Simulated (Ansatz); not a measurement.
Reaction (formal exchange of groups at the Sn–Si bond): `[SiH3][SnH2][Cl]` + `NCS` → `[SH][SnH2][Cl]` + `NC[SiH3]`

Gas-phase electronic energies from Ansatz, PBE0-D4/def2-TZVP geometries. CCSD(T)/CBS adds triple-zeta CCSD(T) − MP2 to the extrapolated MP2 energy (def2 sets, frozen cores). Functionals use def2-TZVPP. Elements past krypton have def2 core potentials. For Sn outer-core shells are correlated without core-valence functions, which leaves a few kJ/mol of doubt a bond. Each species was taken in one conformer, which may not be the lowest.

| species | BLYP-D4 energy (Eh) |
| --- | --- |
| `[SiH3][SnH2][Cl]` | -966.99135 |
| `NCS` | -494.06215 |
| `[SH][SnH2][Cl]` | -1074.52649 |
| `NC[SiH3]` | -386.55164 |

(1) Work out ΔE.

Largest T1 diagnostic among the species: 0.012.

Results:

(1) ΔE = (-1074.52649) + (-386.55164) − (-966.99135) − (-494.06215) = -0.02463 Eh = -0.67 eV. CCSD(T)/CBS gives -0.71 eV.

From BLYP to BHLYP (50 % exact exchange), in def2-TZVPP and without D4, ΔE moves by −0.06 eV. Leaving LDA and LC-ωPBE aside and taking each functional with its dispersion term where it has one, the values, not all of them listed here, spread over 0.13 eV, from B97M-V to PBE-D4.
